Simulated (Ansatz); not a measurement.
Species: sum formula KOH (charge 0, singlet). 
Structure (B3LYP-D3(BJ)/def2-TZVP (Ansatz, a program for electronic structure) minimum search):
```
O
H 1 0.9574
K 1 2.2222 2 180.00
```

Basis-set convergence of Hartree-Fock and CCSD correlation energies (hartree) with Ansatz. Cores are frozen in the correlated levels unless marked. No spin-orbit coupling. Frozen are the shells of the preceding noble gas and the d and f shells that filled before the atom's block. The outer core of K, Ca and their heavier congeners is not correlated, a term that matters for these elements. Non-relativistic.

```tsv
basis	functions	E(HF)	E(corr, CCSD)
def2-SVP	43	-674.45907	-0.21067
def2-TZVPP	78	-674.63892	-0.26942
def2-QZVPP	157	-674.65689	-0.28998
```

Extrapolating the two largest sets (X = 3 and 4) as X^-3: E(corr) = (64·(-0.28998) - 27·(-0.26942))/37 = -0.3050 Eh, an estimate of the basis-set limit. The largest set recovers 95.1 % of it, the smallest 69.1 %.
